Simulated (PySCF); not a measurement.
## UHF on Tc+ (technetium, charge +1)

Configuration: [Kr] 4d5 5p1, high-spin 7P determinant (an excited configuration). All numbers are calculated (PySCF 2.14, a scalar-relativistic core potential, in aug-cc-pwCVDZ-PP with ECP28MDF (6s6p5d3f, 70 functions)).

```
Total energy                                                  : -79.481362 hartree
One-electron energy                                           : -132.8641 hartree
Hartree (Coulomb) energy                                      : 61.5507 hartree
Exchange energy                                               : -8.1680 hartree
⟨S²⟩                                                          : 12.0007
⟨L²⟩                                                          : 2.014
Sum of ⟨r⟩                                                    : 21.38 bohr
Sum of ⟨r²⟩                                                   : 44.98 bohr²
Traceless quadrupole moment −½Σ⟨3z² − r²⟩ along its main axis : -7.08 e·bohr²
```

```csv
shell,electrons,mean orbital energy (hartree),spread (hartree),"rms radius, mean of both spins (bohr)"
4s α,1,-3.76232,0,1.14
4s β,1,-3.46583,0,1.14
4p α,3,-2.57856,0.00261,1.27
4p β,3,-2.19634,0.01306,1.27
4d α,5,-0.83645,0.00934,1.76
5p α,1,-0.36359,0,4.15
```

Energies and moments cover only the electrons outside the core potential.
